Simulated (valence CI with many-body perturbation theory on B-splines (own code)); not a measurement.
The numbers below are computed, except where a source is named.
## Hyperfine factors and g values of I²⁺

Level of theory: relativistic CI+MBPT: five valence electrons over a frozen Dirac-Fock core [Kr] 4d10, a basis of 9 s, 9 p, 8 d, 6 f, 3 g, 1 h functions for each j, with the one-electron correlation potential Σ1 (screened to all orders), the two-electron term Σ2, the three-electron term Σ3, Breit, model QED; selected single and double excitations, second order for the rest, scaled by the run's own slope (own B-spline code, finite nucleus).

No measured levels were compared; by estimate levels hold to about 250 cm⁻¹ or 0.2 % of their energy and the worst to 1 %, as in measured heavy ions of charge 2 to 7. Core correlation moves these levels by up to 5200 cm⁻¹, and in measured spectra 5 to 20 % of such shifts remained as error; rates that hang on mixing are uncertain with them. Among the levels kept, up to 1200 cm⁻¹ of a level comes from second order outside the variational space, and about a tenth of that is noise between levels of different J, which matters for small intervals.

A/g_I is the dipole constant over the nuclear g factor μ/I (μ in nuclear magnetons, uniformly magnetised nucleus), B/Q the quadrupole constant per barn. Both hold the static response of the core; the bare values leave it out. Large factors of s and p1/2 electrons are usually good to 5 to 10 %; those of open d and f shells near neutrality can be off by tens of per cent, and small factors of p3/2, d and f electrons come from cancelling terms and can be off by a factor of two or in sign, in half-filled shells by more. B is blank for J = 1/2, where it vanishes, and for nearly pure S terms. Energies count from the lowest level.

Names give the largest LS component (configuration and term), which can be under half, so a name can repeat, a term be missing and a line seem to break the LS rules; names also repeat where a configuration has a term twice. Letters in brackets count levels of one name in rising energy.

| Level | E (cm⁻¹) | g | A/g_I (MHz) | A/g_I bare | B/Q (MHz/b) | B/Q bare |
| --- | --- | --- | --- | --- | --- | --- |
| 5s2.5p3 4S°_3/2 | 0.0 | 1.917 | 38.1 | -222 | 158 | 131 |
| 5s2.5p3 2D°_3/2 | 11723 | 0.956 | 666 | 643 | 1990 | 1700 |
| 5s2.5p3 2D°_5/2 | 14902 | 1.200 | 2190 | 1940 | -44.6 | -35.4 |
| 5s2.5p3 2P°_1/2 | 24334 | 0.666 | 6980 | 6440 |  |  |
| 5s2.5p3 2P°_3/2 | 29638 | 1.263 | 1060 | 907 | -2180 | -1870 |
| 5s.5p4 4P_5/2 | 85200 | 1.583 | 6360 | 5710 | 1710 | 1470 |
| 5s.5p4 4P_3/2 | 90591 | 1.706 | 5220 | 4640 | -1490 | -1270 |
| 5s.5p4 4P_1/2 | 92533 | 2.637 | 15000 | 13400 |  |  |
| 5s.5p4 2D_3/2 | 103224 | 0.906 | -1320 | -1220 | -1970 | -1710 |
| 5s.5p4 2D_5/2 | 106337 | 1.211 | 6120 | 5580 | -3750 | -3210 |
| 5s2.5p2.5d 4F_3/2 | 109980 | 0.645 | -259 | -194 | -168 | -185 |
| 5s2.5p2.5d 2P_3/2 [a] | 111201 | 1.074 | 115 | 42.6 | -491 | -429 |
| 5s2.5p2.5d 4F_5/2 | 111673 | 1.106 | 209 | 182 | 660 | 497 |
| 5s2.5p2.5d 2P_1/2 [a] | 113246 | 0.731 | 3650 | 3420 |  |  |
| 5s2.5p2.5d 4F_7/2 | 115269 | 1.261 | 80.8 | 24.4 | 504 | 342 |
| 5s2.5p2.5d 2F_5/2 [a] | 115987 | 0.943 | 1700 | 1530 | -956 | -852 |
| 5s2.5p2.6s 4P_1/2 | 116601 | 2.088 | 5500 | 4990 |  |  |
| 5s2.5p2.5d 2F_7/2 [a] | 118468 | 1.245 | 863 | 728 | 431 | 332 |
| 5s2.5p2.5d 4F_9/2 | 118735 | 1.305 | 864 | 725 | -1500 | -1380 |
| 5s2.5p2.5d 4D_1/2 | 119550 | 0.451 | 1050 | 1060 |  |  |
| 5s2.5p2.5d 4D_3/2 | 119585 | 1.159 | 484 | 403 | -986 | -839 |
| 5s2.5p2.5d 4D_5/2 | 121267 | 1.233 | 983 | 858 | -868 | -757 |
| 5s2.5p2.6s 4P_3/2 | 122510 | 1.703 | 1670 | 1450 | 1590 | 1360 |
| 5s2.5p2.6s 2P_1/2 | 124795 | 1.147 | 2230 | 1990 |  |  |
| 5s2.5p2.6s 4P_5/2 | 126305 | 1.505 | 3100 | 2760 | -909 | -786 |
| 5s2.5p2.5d 4D_7/2 | 126749 | 1.245 | 659 | 552 | 744 | 603 |
| 5s.5p4 2S_1/2 | 126918 | 1.627 | 14500 | 13200 |  |  |
| 5s2.5p2.6s 2P_3/2 | 127970 | 1.137 | 1680 | 1430 | -314 | -279 |
| 5s2.5p2.5d 4P_5/2 | 130855 | 1.527 | 696 | 527 | 529 | 454 |
| 5s2.5p2.5d 2G_7/2 | 131473 | 0.961 | 1140 | 1040 | 2970 | 2470 |
| 5s2.5p2.5d 4P_3/2 | 132869 | 1.597 | 773 | 567 | 132 | 130 |
| 5s2.5p2.5d 2G_9/2 | 133260 | 1.141 | 774 | 697 | 4120 | 3460 |
| 5s2.5p2.5d 4P_1/2 | 133901 | 2.435 | 4750 | 4050 |  |  |
| 5s2.5p2.5d 2D_3/2 [a] | 134871 | 0.935 | 807 | 732 | 757 | 631 |
| 5s2.5p2.6s 2D_5/2 | 137095 | 1.253 | 1770 | 1600 | 2310 | 1970 |
| 5s2.5p2.6p 4D°_1/2 | 138555 | 0.792 | 1520 | 1360 |  |  |
| 5s2.5p2.5d 2F_5/2 [b] | 138684 | 1.128 | 953 | 858 | 2240 | 1900 |
| 5s2.5p2.6s 2D_3/2 | 139168 | 1.047 | 466 | 378 | 1370 | 1160 |
| 5s2.5p2.5d 2P_3/2 [b] | 140476 | 1.239 | -462 | -486 | 357 | 313 |
| 5s2.5p2.6p 4D°_3/2 [a] | 142062 | 1.316 | 319 | 269 | 282 | 243 |

(1) Take the isotope of mass number 127, with I = 5/2, μ = 2.8087 μN and Q = -0.688 b. What is the hyperfine structure of 5s2.5p3 2D°_5/2?

## Answers

(1) From the table A = 2460 MHz, B = 30.7 MHz. Shifts from the centre of gravity in MHz: F = 0: -21500, F = 1: -19100, F = 2: -14100, F = 3: -6770, F = 4: 3060, F = 5: 15400.
